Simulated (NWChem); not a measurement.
System: NaF; SMILES [F][Na]

Input file for NWChem:

```
start job
memory heap 200 mb stack 900 mb global 1100 mb
geometry units angstroms noautosym nocenter noautoz
  Na     0.000000     0.000000    -0.856691
  F      0.000000     0.000000     1.031560
end
basis spherical
  * library pcsseg-3
end
dft
  xc hfexch
  iterations 150
end
property
  shielding
end
task dft property
```

Parts of the log:

```
             Northwest Computational Chemistry Package (NWChem) 7.3.0
             --------------------------------------------------------

                             Geometry "geometry" -> ""
                             -------------------------

 Output coordinates in angstroms (scale by  1.889725989 to convert to a.u.)

  No.       Tag          Charge          X              Y              Z
 ---- ---------------- ---------- -------------- -------------- --------------
    1 Na                  11.0000     0.00000000     0.00000000    -0.85669100
    2 F                    9.0000     0.00000000     0.00000000     1.03156000

 Effective nuclear repulsion energy (a.u.)      27.7444829374

  xc_inp: hfexch multiplicative factor not found.
                              NWChem Property Module
                              ----------------------

  itol2e modified to match energy
  convergence criterion.

                                 NWChem DFT Module
                                 -----------------

 Summary of "ao basis" -> "ao basis" (spherical)
 ------------------------------------------------------------------------------
       Tag                 Description            Shells   Functions and Types
 ---------------- ------------------------------  ------  ---------------------
 Na                         pcsseg-3                17       47   6s8p2d1f
 F                          pcsseg-3                20       72   5s8p4d2f1g

  itol2e modified to match energy
  convergence criterion.

            General Information
            -------------------
          SCF calculation type: DFT
          Wavefunction type:  closed shell.
          No. of atoms     :     2
          No. of electrons :    20
           Alpha electrons :    10
            Beta electrons :    10
          Charge           :     0
          Spin multiplicity:     1
          Use of symmetry is: off; symmetry adaption is: off
          Maximum number of iterations: 150
          AO basis - number of functions:   119
                     number of shells:    37
          Convergence on energy requested:  1.00D-07
          Convergence on density requested:  1.00D-05
          Convergence on gradient requested:  5.00D-04

              XC Information
              --------------
                     Hartree-Fock (Exact) Exchange  1.000

      Superposition of Atomic Density Guess
      -------------------------------------

 Sum of atomic energies:        -261.27783382

      Non-variational initial energy
      ------------------------------

 Total energy =    -260.977729
 1-e energy   =    -422.209640
 2-e energy   =     133.487428
 HOMO         =      -0.641056
 LUMO         =      -0.058038

   convergence    iter        energy       DeltaE   RMS-Dens  Diis-err
 ---------------- ----- ----------------- --------- --------- ---------
 d= 0,ls=0.0,diis     1   -261.3007763800 -2.89D+02  3.26D-03  8.46D-01
 d= 0,ls=0.0,diis     2   -261.3387112256 -3.79D-02  1.19D-03  6.27D-01
 d= 0,ls=0.0,diis     3   -261.3788266207 -4.01D-02  1.36D-04  1.31D-03
 d= 0,ls=0.0,diis     4   -261.3789289583 -1.02D-04  3.24D-05  2.85D-05
 d= 0,ls=0.0,diis     5   -261.3789330296 -4.07D-06  7.52D-06  1.36D-06
 d= 0,ls=0.0,diis     6   -261.3789333480 -3.18D-07  2.23D-06  1.64D-07
 d= 0,ls=0.0,diis     7   -261.3789333864 -3.84D-08  9.75D-07  1.54D-08

         Total DFT energy =     -261.378933386390
      One electron energy =     -425.310066940955
           Coulomb energy =      160.417225213323
    Exchange-Corr. energy =      -24.230574596127
 Nuclear repulsion energy =       27.744482937369

 Numeric. integr. density =        0.000000000000

                       DFT Final Molecular Orbital Analysis
                       ------------------------------------

 Vector    8  Occ=2.000000D+00  E=-4.449035D-01
              MO Center=  7.3D-16,  1.3D-15,  1.0D+00, r^2= 5.8D-01
   Bfn.  Coefficient  Atom+Function         Bfn.  Coefficient  Atom+Function
  ----- ------------  ---------------      ----- ------------  ---------------
    70      0.336401  2 F  pz                73      0.308781  2 F  pz
    67      0.277588  2 F  pz                64      0.163729  2 F  pz
    76      0.115414  2 F  pz                61      0.065335  2 F  pz
     3      0.063311  1 Na s                  2      0.053724  1 Na s
     4     -0.052170  1 Na s                 18      0.042295  1 Na pz

 Vector    9  Occ=2.000000D+00  E=-4.323277D-01
              MO Center= -1.6D-15, -1.1D-15,  1.0D+00, r^2= 5.9D-01
   Bfn.  Coefficient  Atom+Function         Bfn.  Coefficient  Atom+Function
  ----- ------------  ---------------      ----- ------------  ---------------
    69      0.250261  2 F  py                68      0.225789  2 F  px
    72      0.214894  2 F  py                66      0.204994  2 F  py
    71      0.193881  2 F  px                65      0.184949  2 F  px
    63      0.120781  2 F  py                62      0.108971  2 F  px
    75      0.096539  2 F  py                74      0.087099  2 F  px

 Vector   10  Occ=2.000000D+00  E=-4.323277D-01
              MO Center= -8.5D-16,  5.4D-16,  1.0D+00, r^2= 5.9D-01
   Bfn.  Coefficient  Atom+Function         Bfn.  Coefficient  Atom+Function
  ----- ------------  ---------------      ----- ------------  ---------------
    68      0.250261  2 F  px                69     -0.225789  2 F  py
    71      0.214894  2 F  px                65      0.204994  2 F  px
    72     -0.193881  2 F  py                66     -0.184949  2 F  py
    62      0.120781  2 F  px                63     -0.108971  2 F  py
    74      0.096539  2 F  px                75     -0.087099  2 F  py

 Vector   11  Occ=0.000000D+00  E=-9.789950D-03
              MO Center= -1.5D-13, -1.8D-13, -2.3D+00, r^2= 1.0D+01
   Bfn.  Coefficient  Atom+Function         Bfn.  Coefficient  Atom+Function
  ----- ------------  ---------------      ----- ------------  ---------------
     6      0.944296  1 Na s                 30     -0.520315  1 Na pz
     4      0.242720  1 Na s                  5     -0.190924  1 Na s
     3     -0.117165  1 Na s                 27      0.108586  1 Na pz
    52     -0.086730  2 F  s                 76      0.061890  2 F  pz
    73      0.060926  2 F  pz                38      0.039674  1 Na d  0

 Vector   12  Occ=0.000000D+00  E= 5.867732D-02
              MO Center=  1.4D-12, -5.7D-13, -1.1D+00, r^2= 1.1D+01
   Bfn.  Coefficient  Atom+Function         Bfn.  Coefficient  Atom+Function
  ----- ------------  ---------------      ----- ------------  ---------------
    28      1.166623  1 Na px                29     -0.493266  1 Na py
    25     -0.326320  1 Na px                74     -0.239245  2 F  px
    22      0.197166  1 Na px                26      0.137973  1 Na py
    75      0.101157  2 F  py                19     -0.088663  1 Na px
    23     -0.083365  1 Na py                68     -0.064556  2 F  px

 Vector   13  Occ=0.000000D+00  E= 5.867732D-02
              MO Center=  1.1D-12,  2.6D-12, -1.1D+00, r^2= 1.1D+01
   Bfn.  Coefficient  Atom+Function         Bfn.  Coefficient  Atom+Function
  ----- ------------  ---------------      ----- ------------  ---------------
    29      1.166623  1 Na py                28      0.493266  1 Na px
    26     -0.326320  1 Na py                75     -0.239245  2 F  py
    23      0.197166  1 Na py                25     -0.137973  1 Na px
    74     -0.101157  2 F  px                20     -0.088663  1 Na py
    22      0.083365  1 Na px                69     -0.064556  2 F  py

     Multipole analysis of the density
     ---------------------------------

     L   x y z        total         alpha         beta         nuclear
     -   - - -        -----         -----         ----         -------
     0   0 0 0     -0.000000    -10.000000    -10.000000     20.000000

     1   1 0 0      0.000000      0.000000      0.000000      0.000000
     1   0 1 0      0.000000      0.000000      0.000000      0.000000
     1   0 0 1     -3.217815     -1.477041     -1.477041     -0.263732

     2   2 0 0     -7.180750     -3.590375     -3.590375      0.000000
     2   1 1 0      0.000000      0.000000      0.000000      0.000000
     2   1 0 1      0.000000      0.000000      0.000000      0.000000
     2   0 2 0     -7.180750     -3.590375     -3.590375      0.000000
     2   0 1 1      0.000000      0.000000      0.000000      0.000000
     2   0 0 2     -7.539445    -35.284648    -35.284648     63.029851

          -----------------------------------------
          Chemical Shielding Tensors (GIAO, in ppm)
          -----------------------------------------

                                NWChem CPHF Module
                                ------------------

  scftype          =     RHF
  nclosed          =       10
  nopen            =        0
  variables        =     1090
  # of vectors     =        3
  tolerance        = 0.10D-03
  level shift      = 0.00D+00
  max iterations   =       50
  max subspace     =       30

 SCF residual:    2.6121104174412152E-005

Iterative solution of linear equations
  No. of variables     1090
  No. of equations        3
  Maximum subspace       30
        Iterations       50
       Convergence  1.0D-04

   iter   nsub   residual    time
   ----  ------  --------  ---------
     1      3    1.23D-01      33.3
     2      6    1.81D-02      39.2
     3      9    3.25D-03      45.2
     4     12    6.66D-04      51.1
     5     15    9.74D-05      57.1

      Atom:    1  Na
        Diamagnetic
    625.8262     -0.0000      0.0000
     -0.0000    625.8262     -0.0000
      0.0000     -0.0000    629.8515

        Paramagnetic
    -65.4345      0.0000      0.0000
      0.0000    -65.4345     -0.0000
      0.0000     -0.0000     -0.0000

        Total Shielding Tensor
    560.3917      0.0000      0.0000
      0.0000    560.3917     -0.0000
      0.0000     -0.0000    629.8515

           isotropic =     583.5449
          anisotropy =      69.4599

          Principal Components and Axis System
                 1           2           3
              629.8515    560.3917    560.3917

      1         0.0000      0.0000      1.0000
      2        -0.0000      1.0000      0.0000
      3         1.0000     -0.0000      0.0000

      Atom:    2  F
        Diamagnetic
    476.0215      0.0000     -0.0000
      0.0000    476.0215      0.0000
     -0.0000      0.0000    483.1082

        Paramagnetic
    -33.9679      0.0000      0.0000
      0.0000    -33.9679     -0.0000
      0.0000     -0.0000      0.0000

        Total Shielding Tensor
    442.0536      0.0000      0.0000
      0.0000    442.0536     -0.0000
      0.0000     -0.0000    483.1082

           isotropic =     455.7385
          anisotropy =      41.0545

          Principal Components and Axis System
                 1           2           3
              483.1082    442.0536    442.0536

      1         0.0000      0.0000      1.0000
      2        -0.0000      1.0000      0.0000
      3         1.0000     -0.0000      0.0000
```

Level: Hartree-Fock/pcSseg-3, GIAO. Structure relaxed at the PBE0/def2-SVP level. The printed shielding anisotropy is the first printed principal value minus the mean of the other two.
